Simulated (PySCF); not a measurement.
CH₄Cl₂OSi₂, SMILES O1[SiH2][Si](Cl)(Cl)C1. Heavy atoms are numbered as in [Cl:1][Si:2]1([Cl:3])[CH2:4][O:5][SiH2:6]1. Hydrogens are named by the atom that carries them.

Geometry: PBE-D3(BJ)/def2-SVP. The structure was generated by enumeration, and PubChem lists no compound with its InChIKey, so it may never have been made.

Calculation: PBE/pcSseg-1 (PySCF).

GIAO shieldings, no solvent; atoms alike by connectivity are averaged. δ = σ(ref) − σ: ³⁵Cl against HCl (σ = 936.5 ppm); ²⁹Si against TMS (σ = 335.4 ppm); ¹³C against TMS (σ = 182.0 ppm); ¹⁷O against H2O (σ = 334.3 ppm); ¹H against TMS (σ = 31.49 ppm), references at their B3LYP-D3(BJ)/def2-TZVP geometries, non-relativistic (without spin–orbit terms, shifts of atoms bonded to Cl or Br come out too high).

Computed chemical shifts:
```json
[
 {"nucleus": "³⁵Cl", "atoms": "Cl1", "count": "2", "δ (ppm)": "148.8"},
 {"nucleus": "²⁹Si", "atoms": "Si2", "count": "1", "δ (ppm)": "64.7"},
 {"nucleus": "²⁹Si", "atoms": "Si6 (SiH2)", "count": "1", "δ (ppm)": "45.0"},
 {"nucleus": "¹³C", "atoms": "C4 (CH2)", "count": "1", "δ (ppm)": "96.8"},
 {"nucleus": "¹⁷O", "atoms": "O5", "count": "1", "δ (ppm)": "58.2"},
 {"nucleus": "¹H", "atoms": "H on Si6", "count": "2", "δ (ppm)": "6.54"},
 {"nucleus": "¹H", "atoms": "H on C4", "count": "2", "δ (ppm)": "5.60"}
]
```
